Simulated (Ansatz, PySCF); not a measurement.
Breaking a bond: CH (cation, charge +1), singlet.

UKS-BLYP = unrestricted BLYP/cc-pVTZ (Ansatz, a program for electronic structure); RHF/STO-3G = restricted Hartree-Fock/STO-3G (PySCF); UKS-LDA (SVWN5)/6-31G* = PySCF with unrestricted LDA (SVWN5)/6-31G*, spherical d.

Energies are in kJ/mol, each relative to the lowest point of its own curve near equilibrium.

```
R / Å  UKS-BLYP  RHF/STO-3G  UKS-LDA (SVWN5)/6-31G*
-----  --------  ----------  ----------------------
0.86      179.2       310.3                   204.1
0.91        [?]       202.0                     [?]
0.95       68.3       137.2                    80.9
1.02       24.1        59.9                    30.5
1.06       10.3        32.1                     [?]
1.09        4.0        17.7                     6.2
1.14        0.0         3.6                     0.0
1.18        1.3         0.0                     0.0
1.19        2.2         0.0                     0.6
1.28       16.8        13.2                    13.5
1.33       29.0        28.8                    25.1
1.42       55.2        66.8                    50.8
1.54       94.0         [?]                    89.5
1.73      155.3       241.9                   151.2
1.88      198.8         [?]                   195.5
2.05      240.2       421.9                   238.9
2.30      277.7       536.7                   287.6
2.48      291.6       602.8                   307.5
2.85      306.1       700.2                   327.0
3.09      311.1       741.5                   333.6
3.45      314.1         [?]                   338.5
3.97      312.5       809.7                   338.4
4.50      307.8       822.3                   334.0
```

Problem. Fill in the missing entries.

Solution. 
- 0.91, UKS-BLYP: 108.5
- 0.91, UKS-LDA (SVWN5)/6-31G*: 125.9
- 1.06, UKS-LDA (SVWN5)/6-31G*: 14.0
- 1.54, RHF/STO-3G: 130.0
- 1.88, RHF/STO-3G: 329.7
- 3.45, RHF/STO-3G: 781.1

The unrestricted determinant behind UKS-BLYP, UKS-LDA (SVWN5)/6-31G* is spin-contaminated at 0.86 to 4.50 Å (<S²> up to 1.0, against 0.00 for a pure singlet). The restricted form behind RHF/STO-3G keeps the bonding electrons paired and can't separate into open-shell fragments.
